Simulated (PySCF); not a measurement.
**Worked example: chemical shift, span and skew from a shielding tensor**

C₂H₃ClF₂Si, SMILES C(/F)=C(/[SiH2]Cl)F. Atoms are numbered in the order given.

```xyz
9

F      2.2964     0.8008     0.7464
C      1.9508    -0.4226     0.3725
C      0.7906    -0.6610    -0.2470
F      0.5184    -1.9350    -0.5779
Si    -0.5141     0.6088    -0.7011
Cl    -2.1380     0.4167     0.5637
H      2.6849    -1.1978     0.6140
H     -0.9754     0.3284    -2.0855
H      0.0519     1.9732    -0.5655
```
Charge 0, spin multiplicity 1.

Coordinates come from a PBE0-D3(BJ)/def2-SVP optimisation. The structure was generated by enumeration; whether it is a known compound was not checked. Other conformers were not sampled.

GIAO shieldings from PBE/pcSseg-1 run with PySCF, non-relativistic, no solvent. The symmetric part of the tensor of F4 has the principal values 236.8, 337.4, 426.9 ppm. The same nucleus in CFCl3 has σ = 133.6 ppm at this level (PySCF, at its B3LYP-D3(BJ)/def2-TZVP geometry). Without spin–orbit terms, shifts of atoms bonded to Cl or Br come out too high.

Question: Work out the isotropic shielding, the ¹⁹F shift against CFCl3, the span and the skew.

Answer: 
σ(iso) = (σ11 + σ22 + σ33)/3 = 333.7 ppm. δ = σ(ref) − σ(iso) = 133.6 − (333.7) = -200.1 ppm.
Span Ω = σ33 − σ11 = 190.1 ppm. Skew κ = 3(σ(iso) − σ22)/Ω = -0.06. Tumbling in solution averages the tensor to δ; in a static solid the shielding alone would spread this spin-1/2 line over Ω.
